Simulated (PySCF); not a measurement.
Gas-phase reaction: 4 GeH₄ + 2 GeF₃ = 2 Ge₃H₈ + 3 F₂

Energies from PySCF, thermal terms from the rigid-rotor harmonic-oscillator model, ideal gas at 1 bar. † marks an energy on the PBE0/def2-TZVP geometry and frequencies; other levels use their own. MP2 freezes the core. Open shells (unrestricted): GeF₃ (multiplicity 2); the rest are closed-shell singlets. Ge: all electrons, no relativistic terms. GeF₃: computed as isolated molecules; such fragments, hydroxides, amides, oligomers or adducts are transient or little studied in the gas. MP2 isn't extrapolated to the basis-set limit; its ΔH°(298 K) is 1646.2 kJ in def2-SVP and 1659.3 kJ in def2-TZVPP. The harmonic model lacks anharmonicity and excited electronic states, which grow with temperature; levels with a mode under 35 cm⁻¹ are left out. Internal rotation in Ge₃H₈ is treated as a harmonic vibration of one conformer, which makes the entropy rough.

```json
[
 {"level": "M06-2X/def2-TZVP†", "ΔE electronic, kJ": "1722", "ΔH°(298 K), kJ": "1726", "ΔS°(298 K), J/K": "-90", "ΔG°(2500 K), kJ": "1851"},
 {"level": "MP2/def2-SVP†", "ΔE electronic, kJ": "1642", "ΔH°(298 K), kJ": "1646", "ΔS°(298 K), J/K": "-90", "ΔG°(2500 K), kJ": "1772"},
 {"level": "PBE/def2-SVP", "ΔE electronic, kJ": "1459", "ΔH°(298 K), kJ": "1462", "ΔS°(298 K), J/K": "-89", "ΔG°(2500 K), kJ": "1584"},
 {"level": "PBE/def2-TZVP†", "ΔE electronic, kJ": "1490", "ΔH°(298 K), kJ": "1494", "ΔS°(298 K), J/K": "-90", "ΔG°(2500 K), kJ": "1620"},
 {"level": "PBE0/def2-TZVP", "ΔE electronic, kJ": "1548", "ΔH°(298 K), kJ": "1552", "ΔS°(298 K), J/K": "-90", "ΔG°(2500 K), kJ": "1678"},
 {"level": "r2SCAN/def2-TZVP†", "ΔE electronic, kJ": "1582", "ΔH°(298 K), kJ": "1586", "ΔS°(298 K), J/K": "-90", "ΔG°(2500 K), kJ": "1712"},
 {"level": "ωB97X-V/def2-TZVP†", "ΔE electronic, kJ": "1568", "ΔH°(298 K), kJ": "1572", "ΔS°(298 K), J/K": "-90", "ΔG°(2500 K), kJ": "1698"}
]
```
ΔH° is lowest at PBE/def2-SVP and highest at M06-2X/def2-TZVP†. No reference value is set beside these.
